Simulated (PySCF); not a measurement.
PBE on Rh (rhodium, neutral), [Kr] 4d9, 2D determinant (an excited configuration). All numbers are calculated (PySCF 2.14, the spin-free X2C one-electron Hamiltonian (Gaussian nucleus), in x2c-TZVPPall with one added diffuse shell each of s, p, d, f type (9s7p7d3f1g, 95 functions)).

```
cycle= 5 E= -4783.19118012182  delta_E= 0.000716  |g|= 0.169  |ddm|= 0.597
cycle= 6 E= -4783.19882258364  delta_E= -0.00764  |g|= 0.0993  |ddm|= 0.112
cycle= 7 E= -4783.19889934695  delta_E= -7.68e-05  |g|= 0.0996  |ddm|= 0.0616
cycle= 8 E= -4783.19957748542  delta_E= -0.000678  |g|= 0.0894  |ddm|= 0.0799
cycle= 9 E= -4783.2008721828  delta_E= -0.00129  |g|= 0.0618  |ddm|= 0.0945
cycle= 10 E= -4783.20092552628  delta_E= -5.33e-05  |g|= 0.06  |ddm|= 0.0055
cycle= 11 E= -4783.20250909831  delta_E= -0.00158  |g|= 0.0109  |ddm|= 0.11
cycle= 12 E= -4783.20254232179  delta_E= -3.32e-05  |g|= 0.00301  |ddm|= 0.0244
cycle= 13 E= -4783.20255063469  delta_E= -8.31e-06  |g|= 0.00481  |ddm|= 0.0167
cycle= 14 E= -4783.20256065119  delta_E= -1e-05  |g|= 0.00166  |ddm|= 0.00876
cycle= 15 E= -4783.20256168517  delta_E= -1.03e-06  |g|= 6.15e-05  |ddm|= 0.00157
cycle= 16 E= -4783.20256168688  delta_E= -1.71e-09  |g|= 1.37e-05  |ddm|= 7.26e-05
cycle= 17 E= -4783.20256168697  delta_E= -9e-11  |g|= 3.88e-06  |ddm|= 3.07e-05
converged SCF energy = -4783.20256168697  <S^2> = 1.3607137  2S+1 = 2.5382779
```

Highest occupied orbital energy: -4.121 eV; ⟨L²⟩ = 8.31; populations by l: s 8.38, p 18.00, d 18.62, f 0.00.

Q: Can this result be used?

A: Not for this state. The calculation finished and met its thresholds. ⟨L²⟩ = 8.31 against 6 for a pure D term, so this real determinant mixes terms. ⟨S²⟩ = 1.36 against 0.75 shows spin contamination. The s, p, d and f populations moved away from the nominal configuration during the SCF.
